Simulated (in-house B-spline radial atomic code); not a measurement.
B97-1 excitations of La3+

Method: B97-1. Computed with an all-electron radial atomic-structure program (B-spline basis): linear response of the closed shell [Kr] 4d10 5s2 5p6 with the functional's adiabatic kernel; scalar-relativistic (spin-free one-electron X2C), finite nucleus, no spin-orbit coupling, no double excitations, S, P, D and F terms only; shells from n = 3 respond. Only terms of natural parity with L up to 3 were computed.

Spin-orbit coupling is strong here, so these LS terms don't match observed levels.

Command:
```bash
python run_td.py task.json out
```
Settings (radii: box in bohr, nucleus in fm):
```
Z                        57
electrons                54
configuration            [Kr] 4d10 5s2 5p6
hamiltonian              x2c
method                   b97_1
box_radius               23.08
rms_radius               4.855
intervals                72
```

Time taken, with all properties: 5.4 s on 1 thread of Arm Neoverse N1, on a shared host.

The lowest states, in the order of their Tamm-Dancoff energies; the method's threshold (minus the highest occupied level) is 46.15 eV. Labels give the largest channel, * marks a mixed state, and oscillator strengths are full-response dipole values. Semilocal kernels can invert the small singlet-triplet splittings of Rydberg terms. Energies in eV:

| state | full response | Tamm-Dancoff | oscillator strength |
| --- | --- | --- | --- |
| 5p → 4f 3D | 17.122 | 17.178 | - |
| 5p → 4f 1D | 19.513 | 19.648 | - |
| 5p → 5d 3P | 20.310 | 20.375 | - |
| 5p → 5d 3F | 20.581 | 20.674 | - |
| 5p → 5d 1F | 21.912 | 21.929 | - |
| 5p → 6s 3P | 24.818 | 24.830 | - |
| 5p → 6s 1P | 25.044 | 25.078 | 0.169 |
| 5p → 5d 1P | ? | ? | ? |
| 5p → 6p 3S | 28.879 | 28.901 | - |
| 5p → 6p 3D | 29.254 | 29.266 | - |
| 5p → 6p 1D | 29.407 | 29.414 | - |
| 5p → 6p 1S | ? | ? | - |

Q: Where does 5p → 5d 1P lie?

A: At 26.253 eV in full response, 27.068 eV in Tamm-Dancoff, oscillator strength 5.87.

Q: Where does 5p → 6p 1S lie?

A: At 30.65 eV in full response, 30.77 eV in Tamm-Dancoff.

Q: How large is the singlet-triplet splitting of 5p → 4f (D terms) in Tamm-Dancoff?

A: 2.47 eV, from the unrounded values.

Q: What polarisabilities and dispersion coefficient does the method give?

A: Dipole 7.694 bohr³, quadrupole 28.33 bohr⁵, C6 49.23 hartree·bohr⁶ for two such species.
